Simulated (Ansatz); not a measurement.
`O=C1SB1S`, charge 0, multiplicity 1.

**Question.** Give a relaxed structure at PBE0-D4/def2-TZVP (Ansatz 0.2.0). (Best estimate.)

**Answer.** Computed: 
```xyz
6

O     0.524    0.249    2.158
C     0.211    0.000    1.091
S    -0.771   -1.932    0.280
B    -0.231   -0.405   -0.303
S    -0.152    0.487   -1.858
H     0.418    1.601   -1.368
```
Point group Cs.
